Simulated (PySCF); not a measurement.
Gas-phase reaction: 4 CH₄ + 3 Br₂ → C₄H₁₀ (n-butane) + 6 HBr

Computed with PySCF (xtb for GFN2) and rigid-rotor harmonic-oscillator thermochemistry at 1 bar. The comparison is the NASA 1993 polynomial table, which mixes measured and estimated data. † marks an energy on the PBE0/def2-TZVP geometry and frequencies; other levels use their own. MP2 freezes the core. All species are closed-shell singlets. Br: all electrons, no relativistic terms. MP2 isn't extrapolated to the basis-set limit.

Levels: a) GFN2-xTB; b) MP2/def2-SVP†; c) PBE/def2-SVP; d) BLYP/def2-TZVP†.

Order the levels by the distance of their ΔH°(298 K) from the table for this reaction, closest first.

c (-14 kJ), d (+66 kJ), b (-104 kJ), a (+153 kJ)

The table gives -139 kJ. The order holds for this reaction alone, and for the 1993 entries, some of which have been revised since.
